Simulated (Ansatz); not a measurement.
Ansatz (a quantum-chemistry and plane-wave program) input (CCSD(T)/aug-cc-pV(D+d)Z):
A basis named .json is the Basis Set Exchange file of that set.

Ansatz 0.2 input:
```yaml
crystal:
  periodic: [false, false, false]
  atoms:
    - {symbol: Si, position_ang: [0.19252048, -1.22453834, 0.66676965]}
    - {symbol: O, position_ang: [1.55159005, -0.49248844, 0.24625360]}
    - {symbol: Si, position_ang: [1.83402549, 1.27291233, 0.19005353]}
    - {symbol: O, position_ang: [-1.14009520, -0.74607462, -0.18730853]}
    - {symbol: Si, position_ang: [-1.91170902, 0.50697965, -0.88431485]}
    - {symbol: H, position_ang: [-0.14929179, -1.03495633, 2.10360774]}
    - {symbol: H, position_ang: [0.30079351, -2.68773956, 0.40233897]}
    - {symbol: H, position_ang: [0.61070451, 1.62593975, -0.70178885]}
    - {symbol: H, position_ang: [1.03772317, 1.63009084, 1.47508125]}
    - {symbol: H, position_ang: [-2.02415208, 1.70480471, -0.02373689]}
    - {symbol: H, position_ang: [-1.36584830, 0.86856321, -2.21195473]}
    - {symbol: H, position_ang: [-3.30960535, 0.02685062, -1.13022438]}
basis:
  gaussian:
    orbitals: aug-cc-pV_D+d_Z.json
total_charge: -1
magnetization: {spin_polarized: false}
correlation: {method: ccsd_t, electrons: outside_noble_gas}
output: {forces: true}
```

End of the output:

```
cycle   1  -20.68361761 eV  change   -8.8e-1 eV  update   1.3e-1
cycle   2  -21.35612874 eV  change   -6.7e-1 eV  update   4.0e-2
cycle   3  -21.53222383 eV  change   -1.8e-1 eV  update   2.1e-2
cycle   4  -21.52101549 eV  change    1.1e-2 eV  update   5.2e-3
cycle   5  -21.51753339 eV  change    3.5e-3 eV  update   2.5e-3
cycle   6  -21.51860575 eV  change   -1.1e-3 eV  update   8.8e-4
cycle   7  -21.51844249 eV  change    1.6e-4 eV  update   4.0e-4
cycle   8  -21.51827067 eV  change    1.7e-4 eV  update   1.6e-4
cycle   9  -21.51831802 eV  change   -4.7e-5 eV  update   7.7e-5
cycle  10  -21.51837518 eV  change   -5.7e-5 eV  update   3.0e-5
cycle  11  -21.51834760 eV  change    2.8e-5 eV  update   1.4e-5
cycle  12  -21.51834868 eV  change   -1.1e-6 eV  update   6.1e-6
cycle  13  -21.51835161 eV  change   -2.9e-6 eV  update   2.2e-6
perturbative correction -0.66650915 eV, -0.0244937595 hartree
the calculation of the forces begins
1.19 GiB of device memory are held for the factors and their scratch space
Total energy: -27799.14091046 eV, -1021.5995855249 hartree
Atom 0 at     0.192520    -1.224538     0.666770 Å, force    -0.124444    -0.496313     0.638238 eV/Å
Atom 1 at     1.551590    -0.492488     0.246254 Å, force     0.883015    -0.242779    -0.291186 eV/Å
Atom 2 at     1.834025     1.272912     0.190054 Å, force     0.127757     0.582805    -0.008988 eV/Å
Atom 3 at    -1.140095    -0.746075    -0.187309 Å, force    -0.305228    -0.599797    -0.061923 eV/Å
Atom 4 at    -1.911709     0.506980    -0.884315 Å, force    -0.480934     0.685284    -0.391745 eV/Å
Atom 5 at    -0.149292    -1.034956     2.103608 Å, force    -0.023631     0.010688     0.117506 eV/Å
Atom 6 at     0.300794    -2.687740     0.402339 Å, force     0.010989    -0.089668    -0.007673 eV/Å
Atom 7 at     0.610705     1.625940    -0.701789 Å, force    -0.040437     0.014058    -0.055530 eV/Å
Atom 8 at     1.037723     1.630091     1.475081 Å, force    -0.029662     0.030395     0.094867 eV/Å
Atom 9 at    -2.024152     1.704805    -0.023737 Å, force     0.008039     0.098133     0.077337 eV/Å
Atom 10 at    -1.365848     0.868563    -2.211955 Å, force     0.061519     0.025800    -0.096041 eV/Å
Atom 11 at    -3.309605     0.026851    -1.130224 Å, force    -0.086982    -0.018606    -0.014863 eV/Å
Dipole moment:    -1.150327    -0.674808    -0.129471 e Å
```

It need not be the lowest isomer of its formula. Whether it binds its extra electron was not tested at this geometry.
